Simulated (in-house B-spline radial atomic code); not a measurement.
Ionising neutral lead with different functionals

Computed with an all-electron radial atomic-structure program (B-spline basis): four-component Dirac-Coulomb Hamiltonian, Fermi nucleus of rms radius 5.5012 fm, spin-restricted, spherical fractional occupations for the functionals, and exact exchange of hybrids averaged over the configuration. The ionisation energy is the difference of two self-consistent energies, [Xe] 4f14 5d10 6s2 6p2 → [Xe] 4f14 5d10 6s2 6p1, without Breit or QED terms; ε is the level of the shell that loses the electron (mean over j). The electron is taken from both j subshells in proportion to 2j + 1, so the result is a j average, not the step between ground levels.

```json
{"method": "B97-1", "rung": "global hybrid", "ΔSCF (eV)": "6.67", "-ε(6p) (eV)": "4.28"}
{"method": "PBE0", "rung": "global hybrid", "ΔSCF (eV)": "?", "-ε(6p) (eV)": "?"}
{"method": "B3LYP", "rung": "global hybrid", "ΔSCF (eV)": "?", "-ε(6p) (eV)": "?"}
{"method": "wB97X", "rung": "range-separated hybrid", "ΔSCF (eV)": "6.86", "-ε(6p) (eV)": "6.65"}
```

Problem. What does B3LYP give?

Solution. ΔSCF 6.84 eV, and -ε(6p) = 4.39 eV.

Problem. What does PBE0 give?

Solution. ΔSCF 6.73 eV, and -ε(6p) = 4.49 eV.

Problem. Among the functionals, which spreads more, the ΔSCF values or the orbital energies?

Solution. The orbital energies: ΔSCF values span about 0.19 eV and the orbital energies 2.37 eV; here energy differences depend much less on the functional than eigenvalues do.

Problem. How do they compare with the NIST value?

Solution. NIST lists 7.417 eV (measured, ground level to ground level). Errors run from -0.75 to -0.56 eV. The correlated functionals all miss on the same side by more than they spread, so the cause is common to them (Breit-QED terms, spin polarisation, the choice among j levels, multiplet and fine-structure energies, or a listed next ion that isn't the cheapest removal here) and closeness doesn't rank the functionals.
